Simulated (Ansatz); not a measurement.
Ansatz results at the PBE0-D4/def2-TZVP geometry: LUMO energy (PBE0/def2-TZVPP) 0.39 eV; LUMO energy (PBE/def2-TZVPP) -0.52 eV; zero-point energy (PBE0-D4/def2-TZVP) 253.6 kJ/mol.

Each molecule was computed in one conformer, which needn't be the lowest.

(1) Which molecule gave them?
A. `CN[BH][AlH2]`
B. `C1=C[Se]1`
C. `BC(=N)F`
D. `OCSC[SiH3]`

Results:

(1) D. The others give `C1=C[Se]1`: -0.59, -1.60, 75.4; `CN[BH][AlH2]`: -1.84, -2.61, 213.6; `BC(=N)F`: -2.89, -3.87, 115.3.
